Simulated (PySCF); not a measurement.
Can point charges reproduce the dipole moment of `O=Cc1c([SiH3])c(pcc1)C`?

Coordinates (GFN2-xTB, Å) and charges (e) from the PBE0/pcSseg-1 density (PySCF):

```tsv
atom	x	y	z	Mulliken	IAO	Hirshfeld	ESP-fitted
C1	2.486	-0.474	0.426	-0.1887	-0.4232	-0.1240	-0.5935
C2	1.031	-0.778	0.192	-0.5757	-0.1852	-0.0409	+0.5261
P3	0.684	-2.497	0.175	+0.5313	+0.3807	+0.1143	-0.2434
C4	-1.028	-2.496	-0.090	-0.3625	-0.3673	-0.0989	+0.1071
C5	-1.771	-1.360	-0.278	+0.0764	-0.1099	-0.0315	-0.4915
C6	-1.251	-0.062	-0.249	-0.3695	-0.0531	-0.0163	+0.3084
C7	-2.213	0.999	-0.551	+0.3416	+0.2504	+0.1194	+0.4079
O8	-3.407	0.857	-0.645	-0.3578	-0.3904	-0.2150	-0.4512
C9	0.100	0.237	0.012	-0.1625	-0.2463	-0.0800	-0.5742
Si10	0.615	2.070	0.174	+0.4857	+0.5618	+0.3068	+0.3944
H11	2.876	0.195	-0.339	+0.1483	+0.1525	+0.0472	+0.1725
H12	2.631	-0.002	1.397	+0.1519	+0.1580	+0.0472	+0.1788
H13	3.068	-1.395	0.408	+0.1265	+0.1522	+0.0418	+0.1600
H14	-1.519	-3.460	-0.129	+0.1374	+0.1698	+0.0518	+0.1225
H15	-2.834	-1.441	-0.469	+0.1054	+0.1746	+0.0502	+0.2223
H16	-1.752	1.992	-0.725	+0.0858	+0.0961	+0.0369	+0.0012
H17	1.925	2.208	0.807	-0.0696	-0.1070	-0.0674	-0.0858
H18	-0.333	2.766	1.045	-0.0569	-0.1058	-0.0704	-0.0789
H19	0.682	2.649	-1.170	-0.0470	-0.1077	-0.0707	-0.0826
```

Q: Form Σ q r in debye for every column and set it beside the full dipole.

A: The full density gives (2.55, 0.02, 0.30) D, 2.56 D in size; dipole vectors point from the negative to the positive end.

```csv
scheme,μx,μy,μz,size (D),share of the full size (%),angle to the full dipole (°)
Mulliken,5.55,-0.02,0.74,5.60,218,1
IAO,4.36,-0.78,0.59,4.47,174,10
Hirshfeld,2.41,-0.53,0.34,2.50,97,13
ESP-fitted,2.59,0.02,0.31,2.60,102,0
```

Q: Which set comes closest?

A: Length of the difference vector: ESP-fitted 0.04 D, Hirshfeld 0.57 D, IAO 2.00 D, Mulliken 3.04 D. Closest: ESP-fitted. ESP charges are fitted to the potential around the molecule, whose slowest-falling term is the dipole's. 

Q: What is left for the Hirshfeld atoms' own dipoles?

A: The shares of the density sum to the whole, so what Σ q r misses lies in dipoles about the nuclei. The atomic dipoles sum to (2.55, 0.02, 0.30) − (2.41, -0.53, 0.34) = (0.14, 0.55, -0.04) D, 0.57 D in size.

Q: With the origin at the mean of the coordinates, (-0.001, 0.000, 0.000) Å, which are the largest single terms, by size, of the Mulliken dipole along the direction of the full one?

A: O8 +5.93, C7 -3.70, C2 -2.88, C1 -2.28, C6 +2.26 D; all 19 atoms together +5.60 D. The single terms depend on the origin, their sum doesn't.

Q: Give the size of the full dipole in other units.

A: 2.56 D = 1.009 au = 0.534 e·Å = 8.56 × 10⁻³⁰ C·m.

Geometry: GFN2-xTB, one conformer, isolated molecule.

The run behind these numbers computed NMR shieldings as well. The run took about 2.7 min of CPU time (with the writing of density and orbital grids) (one thread, shared machine).

Shape of the structure used: `[CH3:1][c:2]1[p:3][cH:4][cH:5][c:6]([CH:7]=[O:8])[c:9]1[SiH3:10]`: C5–C6–C7–O8 10°.
